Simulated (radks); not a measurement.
Species: Ar3+. Configuration: [Ne] 3s1 3p4 (not the ground configuration). Calculated with a radial shooting solver on a logarithmic mesh with Libxc functionals: scalar-relativistic Kohn-Sham, PBE, spin-unpolarised, spherical densities, finite nucleus; Fermi nuclear charge, rms radius 3.4274 fm.

Normalised radial functions P(r) = r R(r), r in bohr:

r,2s,2p
0.005056,0.1996,0.0048
0.00719,0.2720,0.0094
0.01022,0.3643,0.0183
0.01454,0.4757,0.0352
0.02067,0.5984,0.0670
0.02939,0.7110,0.1248
0.04179,0.7713,0.2257
0.0599,0.7088,0.3960
0.08517,0.4448,0.6467
0.1211,-0.0674,0.9753
0.1722,-0.7606,1.3219
0.2448,-1.3925,1.5546
0.3482,-1.6259,1.5140
0.495,-1.3104,1.1506
0.7096,-0.6849,0.6184
1.009,-0.2160,0.2168
1.435,-0.0344,0.0418
2.04,-0.0021,0.0035
2.9,0.0000,0.0001
4.124,0.0000,0.0000

2s: eigenvalue -346.15 eV, 1 radial node at r = 0.117 bohr, <r> = 0.413 bohr, 90 % of the charge inside 0.645 bohr. 2p: eigenvalue -279.21 eV, 0 radial nodes, <r> = 0.376 bohr, 90 % of the charge inside 0.622 bohr.
